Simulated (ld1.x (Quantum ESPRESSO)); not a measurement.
Results of a calculation; reference values are marked as such.
Pseudopotentials across the periodic table

Generated with ld1.x 7.5 (TM, RRKJ, ultrasoft, PAW), atompaw 4.2 or ONCVPSP 4.0.1. The cutoff is in Ry: for ld1.x and atompaw files where the sum of valence levels is converged to 10 mRy in a Bessel basis, for ONCV files where the hardest occupied wave has 1 mHa per electron of residual kinetic energy. The error is the largest all-electron minus pseudo excitation energy over each file’s own four to seven test configurations (ionisations up to +4, promotions, holes and added fractions of an electron), all of which were solved. The labels leave out finer settings (local radius, basis sizes, second energies), which also bear on the numbers. Spin-polarised tests are not counted. The rows are a selection from randomly drawn settings: files with unsolved tests, undetermined cutoffs or missed reference levels are left out.

| element | potential | cutoff (Ry) | largest error (meV) | bound ghosts |
| --- | --- | --- | --- | --- |
| S | RRKJ, PBE, scalar-relativistic, rc 1.25/1.50 (sp), local s, core correction yes, reference 3s1.75 3p4.25 | 45 | +252 | none |
| S | TM, PBEsol, non-relativistic, rc 1.50/1.35/1.25 (spd), local d, core correction yes, reference 3s1.5 3p4.5 | 25 | +571 | none |
| K | TM semilocal, LDA (PZ), scalar-relativistic, rc 2.10/2.15/4.20 (spd), local p, core correction no, reference 3s2 3p6 3d0 4s0 4p0 | 25 | +765 | none |
| Tb | TM, PBE, scalar-relativistic, rc 1.30/1.80/2.90/1.15 (spdf), local s, core correction yes, reference 4f9 5s2 5p6 5d0 6s0 6p0 | 300 | -99 | none |
| Bi | TM semilocal, PBE, scalar-relativistic, rc 1.75/2.05/2.15 (spd), local s, core correction yes, reference 6s1.5 6p3.5 | 30 | -49 | none |

Question: Fill in the row for Ar: RRKJ, PW91, non-relativistic, rc 1.00/1.15/1.20 (spd), local smoothed, core correction no, reference 3s2 3p5.

Answer: cutoff 70 Ry, largest error +217 meV, bound ghosts: none.

Question: Fill in the row for S: TM, PBE, scalar-relativistic, rc 1.55/1.65/1.55 (spd), local smoothed, core correction no, reference 3s2 3p2.5.

Answer: cutoff 35 Ry, largest error +169 meV, bound ghosts: none.
